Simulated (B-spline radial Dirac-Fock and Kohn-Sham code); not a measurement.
Subshell photoionisation cross sections of W⁴⁺ against photon energy

System: tungsten as W⁴⁺, configuration [Xe] 4f14 5d2.

Method: a relativistic central-field model (Hartree-Slater potential of the initial state, Latter tail, multipole expansion of the photon field, Dirac-Fock thresholds). Computed with a B-spline atomic structure program. Values are in kb; a dash marks an energy below the computed threshold.

| hν (eV) | 3p1/2 | 4p1/2 | 4d5/2 | 4f7/2 | 5p1/2 |
| --- | --- | --- | --- | --- | --- |
| 88.4 | – | – | – | 1110 | – |
| 102 | – | – | – | 1760 | 353 |
| 270 | – | – | – | 3210 | 32.6 |
| 280 | – | – | – | 3120 | 31.3 |
| 286 | – | – | – | 3060 | 30.6 |
| 646 | – | 53.1 | 393 | 781 | 14.1 |
| 825 | – | 49.1 | 324 | 424 | 10.9 |
| 934 | – | 45.5 | 281 | 302 | 9.42 |
| 2690 | 44.2 | 12.8 | 36.7 | 9.77 | 2.08 |
| 15500 | 1.54 | 0.351 | 0.185 | 0.00725 | 0.0558 |
| 17500 | 1.14 | 0.260 | 0.120 | 0.00417 | 0.0413 |
| 22000 | 0.634 | 0.145 | 0.0524 | 0.00145 | 0.0231 |
| 34300 | 0.192 | 0.0444 | 0.00985 | 0.000180 | 0.00706 |
| 62600 | 0.0344 | 0.00807 | 0.000937 | 1.01e-05 | 0.00129 |
| 65400 | 0.0302 | 0.00710 | 0.000788 | 8.17e-06 | 0.00113 |
| 84200 | 0.0143 | 0.00338 | 0.000289 | 2.43e-06 | 0.000540 |
| 110000 | 0.00646 | 0.00153 | 1.00e-04 | 6.85e-07 | 0.000245 |

At 110000 eV the multipoles beyond E1 give 35.0 % of 3p1/2, 34.8 % of 4p1/2, 58.3 % of 4d5/2, 73.1 % of 4f7/2, 34.8 % of 5p1/2.

Run: 5.4 s of CPU time on 1 thread of Neoverse-V1 (shared host), peak memory 0.45 GiB.
